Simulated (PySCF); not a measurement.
Coordinates in bohr (charge 1 multiplicity 1):
```
F     0.0000    0.0000    0.0000
Ir    0.0000    0.0000    3.7634
Ir    0.0000    0.0000   -3.7634
```

All numbers come from PySCF, PBE0, basis F def2-TZVP, Ir def2-TZVP with ECP60 (scalar-relativistic core potentials, no spin–orbit coupling, density fitting).

This geometry of [Ir2F]+ is a stationary point at this level.

**Question.** What is the point group?

**Answer.** D∞h.

**Question.** Is it a minimum?

**Answer.** No: it has 2 imaginary modes (one degenerate set), at 265i cm⁻¹ (πu).

**Question.** What are the dipole moment and the gap between the highest occupied and lowest empty levels?

**Answer.** 0.00 D about the centre of mass and 2.23 eV.

**Question.** Give the atomic charges and bond orders.

**Answer.** 
| atom | Mulliken | Löwdin | polar tensor | Mayer order to F1 |
| --- | --- | --- | --- | --- |
| F1 | -0.47 | -0.24 | -1.01 | – |
| Ir2,3 | 0.73 | 0.62 | 1.01 | 0.40 |

Stability towards spin polarisation was not tested. This need not be the most stable arrangement of these atoms. Spin–orbit coupling, left out here, can matter for elements this heavy.
